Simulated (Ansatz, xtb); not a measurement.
C4H3BF4: which of two isomers lies lower

Structure X is `C=C(F)/C(F)=C\B(F)F`, a singlet and structure Y is `FB(F)C1=CCC1(F)F`, a singlet. Both are isolated molecules in the gas phase, relaxed with B3LYP/def2-SVP; the shapes shown needn't be the lowest conformers.

X (Å):

```xyz
12

C    -2.7640   -1.0770   -1.6244
C    -2.0637   -0.5587   -0.6101
C    -0.6262   -0.2618   -0.6436
C     0.1854    0.1679    0.3412
B    -0.0781    0.3764    1.8527
F    -2.6595   -0.2429    0.5445
F    -0.1224   -0.4241   -1.8763
F     0.7094    1.2134    2.5176
F    -0.9816   -0.2681    2.5680
H    -3.8355   -1.2518   -1.5164
H    -2.2678   -1.3258   -2.5608
H     1.2008    0.4018    0.0004
```

Y (Å):

```yaml
atoms:
  - { symbol: C, position_ang: [-0.4139, -1.2698, 0.5971] }
  - { symbol: C, position_ang: [-0.0160, -2.4358, 0.0365] }
  - { symbol: C, position_ang: [-1.3741, -2.8355, -0.5118] }
  - { symbol: C, position_ang: [-1.8424, -1.4975, 0.1288] }
  - { symbol: B, position_ang: [0.2965, -0.1521, 1.3946] }
  - { symbol: F, position_ang: [1.5912, -0.2252, 1.6620] }
  - { symbol: F, position_ang: [-0.3581, 0.9072, 1.8344] }
  - { symbol: F, position_ang: [-2.3235, -0.5802, -0.7461] }
  - { symbol: F, position_ang: [-2.7664, -1.6252, 1.1129] }
  - { symbol: H, position_ang: [0.9587, -2.9299, -0.0091] }
  - { symbol: H, position_ang: [-1.8299, -3.7364, -0.0704] }
  - { symbol: H, position_ang: [-1.4633, -2.8713, -1.6094] }
```

Estimate E(Y) − E(X) at the level CCSD(T)/def2-SVP + ΔMP2/def2-TZVPP.

Too close to call at this level: CCSD(T)/def2-SVP + ΔMP2/def2-TZVPP gives E(Y) − E(X) = −0.36 kcal/mol.

How the difference moves with the method:

```
                             level        geometry  E(Y) − E(X) (kcal/mol)  departure from the last row (kcal/mol)  job, with rough time for the two
                          GFN2-xTB        GFN2-xTB                     −4.36                                   −4.00              optimisation, 0.17 s
                         HF/STO-3G        GFN2-xTB                    −16.77                                  −16.41               single point, 0.4 s
                r2SCAN-D4/def2-SVP        GFN2-xTB                     +2.49                                   +2.85               single point, 3.9 s
                    B3LYP/def2-SVP  B3LYP/def2-SVP                     +3.70                                   +4.06                optimisation, 40 s
                       HF/def2-SVP  B3LYP/def2-SVP                     −1.10                                   −0.74           part of the CCSD(T) run
                      MP2/def2-SVP  B3LYP/def2-SVP                     −2.10                                   −1.75           part of the CCSD(T) run
                  CCSD(T)/def2-SVP  B3LYP/def2-SVP                     −0.42                                   −0.06                      single point
CCSD(T)/def2-SVP + ΔMP2/def2-TZVPP  B3LYP/def2-SVP                     −0.36                                                       single point, 2 min
```

As drawn, Y has 2 C–C in place of 1 C=C. Structure X has no ring, Y a 4-membered ring.

The largest departure from CCSD(T)/def2-SVP + ΔMP2/def2-TZVPP is that of HF/STO-3G, 16.41 kcal/mol. The last row adds to CCSD(T) the change of the MP2 difference between the two basis sets, here +0.06 kcal/mol.

With thermal terms from frequencies at re-optimised GFN2-xTB minima (ideal gas, soft modes damped towards free rotors, one conformer each, 298.15 K, 1 atm): on the last row, ΔE + ΔZPE = +0.58, ΔH = +0.15, ΔG = +1.04 kcal/mol.

The correlated steps freeze 9 core orbitals. Programs: Ansatz 0.2.0, xtb 6.7.1; the last row on 4 threads of Arm Neoverse V1 on a shared host.
